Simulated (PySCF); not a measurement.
Excitation energy of F²⁺ by level of theory

F²⁺ [He] 2s2 2p3 (4S) → F²⁺ [He] 2s1 2p4 (4P), as a difference of total energies. Computed with PySCF 2.14 in aug-cc-pCVTZ-DK with one added diffuse shell each of s, p, d, f type (8s7p5d3f, 75 functions), with the spin-free X2C one-electron Hamiltonian (Gaussian nucleus). Correlated levels: valence: 1s2 frozen; valence and next inner shell: nothing frozen. The calculations carry no spin-orbit coupling.

```
                                method  excitation energy (eV)
                                   UHF                  18.967
                                   LDA                  18.167
                                   PBE                  17.879
                                  PBE0                  18.233
                                r2SCAN                  17.868
                                 B3LYP                  18.223
                                 HSE06                  18.195
                                 TPSSh                  18.223
                               wB97X-V                  18.688
                         MP2 (valence)                  19.029
                     SCS-MP2 (valence)                  19.040
    MP2 (valence and next inner shell)                  18.991
SCS-MP2 (valence and next inner shell)                  19.020
```

Question: How much does correlation contribute at MP2 (valence and next inner shell)?

Answer: 18.991 − (18.967) = 0.024 eV, measured against UHF.

A first-order spin-orbit estimate (lowest level to lowest level, LS coupling) adds -0.023 eV.
